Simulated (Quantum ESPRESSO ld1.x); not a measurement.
Question: The aim is neutral vanadium in [Ar] 3d3 4s2. This ld1.x (Quantum ESPRESSO 7.5) run was made with `OMP_NUM_THREADS=1 ld1.x < ld1.in > ld1.out`. Can the result be used? Name any fault.

```
 &input
    zed=23.0,
    iswitch=1,
    rel=1,
    lsd=1,
    dft='SLA-VWN',
    config='[Ar] 3d3 4s2',
    verbosity='high',
    tr2=1e-1,
    prefix='ld1',
    max_out_wfc=37,
    file_charge='ld1.rho',
 /
```

Output (excerpt):

```
     Program LD1 v.7.5 starts

     --------------------------- All-electron run ----------------------------

     scalar relativistic calculation

     atomic number is 23.00
     dft =SLA-VWN   lsd =1 sic =0 latt =0  beta=0.20 tr2=1.0E-01
     Exchange-correlation= SLA-VWN
                           (   1   2   0   0   0   0   0)
     mesh =1969 r(mesh) = 100.33412 a.u. xmin = -8.00 dx = 0.00800
     1 Ry =  13.60569312 eV, c = 137.03599908

     n l     nl                  e(Ry)          e(Ha)          e(eV)
     1 0     1S 1( 1.00)    -393.311292317    -196.655646158  -5351.2727451
     2 0     2S 1( 1.00)     -44.053106868     -22.026553434   -599.3730532
     2 1     2P 1( 3.00)     -36.835101753     -18.417550877   -501.1670906
     3 0     3S 1( 1.00)      -5.099678819      -2.549839410    -69.3846650
     3 1     3P 1( 3.00)      -3.203143323      -1.601571661    -43.5809851
     3 2     3D 1( 3.00)      -0.378684248      -0.189342124     -5.1522617
     4 0     4S 1( 1.00)      -0.356854266      -0.178427133     -4.8552496
     1 0     1S 2( 1.00)    -393.310731959    -196.655365979  -5351.2651210
     2 0     2S 2( 1.00)     -43.972214162     -21.986107081   -598.2724518
     2 1     2P 2( 3.00)     -36.771782082     -18.385891041   -500.3055826
     3 0     3S 2( 1.00)      -4.903699529      -2.451849764    -66.7182310
     3 1     3P 2( 3.00)      -3.012228039      -1.506114019    -40.9834503
     3 2     3D 2( 0.00)      -0.221525403      -0.110762702     -3.0140067
     4 0     4S 2( 1.00)      -0.310094799      -0.155047400     -4.2190547

     final scf error:  3.3E-02 reached in   5 iterations

     Etot =   -1888.455782 Ry,    -944.227891 Ha,  -25693.749842 eV
     Total magnetization:    3.00 Bohr mag.

     Ekin =    1914.678972 Ry,     957.339486 Ha,   26050.534528 eV
     Encl =   -4507.344589 Ry,   -2253.672294 Ha,  -61325.547275 eV
     Eh   =     790.406349 Ry,     395.203175 Ha,   10754.026233 eV
     Exc  =     -86.196515 Ry,     -43.098257 Ha,   -1172.763328 eV
```

Answer: No (inaccurate). The line at issue: tr2=1e-1. The cycle stops early, after 5 iterations, and the energy is off by +2.905 hartree against the sound run. The sound input gives -947.1327 hartree.
